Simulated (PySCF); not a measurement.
**Identify the compound**

The spectra below were simulated for a compound C6H6O2.

$^{1}$H NMR (400 MHz, computed): δ 6.08 (m, 1H), 5.83 (m, 1H), 5.71 (m, 1H), 4.84 (d, 2H), 2.19 (s, 1H).

$^{13}$C{$^{1}$H} NMR (computed): δ 158.6 (C), 140.6 (CH), 129.8 (CH2), 81.5 (CH), 79.9 (C), 70.0 (CH2).

- GIAO PBE0/pcSseg-1 shieldings
- GFN2-xTB geometry
- program: PySCF 2.14
- gas phase, single conformer, non-relativistic, rapidly exchanging positions averaged

δ = σ(ref) − σ, references computed at the same level: TMS for $^{1}$H and $^{13}$C.

**Question.** Which candidate is it?
A. CC(=O)C#CC(C)=O
B. O=COC1=CC=CC1
C. C#CC(=O)OCC=C
D. CCC#CC(=O)C=O
E. Oc1ccc(O)cc1

**Answer.** C. 

The formula gives 4 degrees of unsaturation (no ring in the answer). 6 carbon signals for 6 carbons: no two carbons are equivalent. Carbon types of the structure: 2 × C, 2 × CH, 2 × CH2, which accounts for all hydrogens. δC 158.6: ester carbonyl carbon; it is a carbonyl in resonance with an O or N lone pair, the region of acids, esters and amides. δC 140.6: alkene CH; an sp2 carbon of a C=C bond. δC 129.8: terminal =CH2 carbon; the olefinic region. δC 79.9: alkyne carbon; sp carbons lie upfield of alkene carbons because the cylindrical π system leaves one tensor component strongly shielded. δC 70.0: allylic sp3 CH2 bonded to O; the inductive effect lowers its shielding.

The others: CC(=O)C#CC(C)=O would give 3 carbon signals, not 6; Oc1ccc(O)cc1 would give 2 carbon signals, not 6; O=COC1=CC=CC1 has carbons computed at 165.8, 161.4, 136.4, 133.9, 120.2, 46.3, with a different DEPT pattern; CCC#CC(=O)C=O would give 3 signals for carbon-bound and other non-exchanging H, not 5.

Shifts are as computed. Against solution values, carbons near 30 ppm lie about +3 ppm off and those near 130 ppm about +5 ppm. Of 1211 compounds with measured shifts, 218 miss one by over three times the rms of a fit or turn the order of signals round; such compounds aren't used in these exercises. No couplings were computed; multiplicities are counted from neighbouring protons, with m where these are inequivalent, close in shift, in a saturated or five-membered ring or joined by F or P, and br s for small geminal =CH2 splittings.
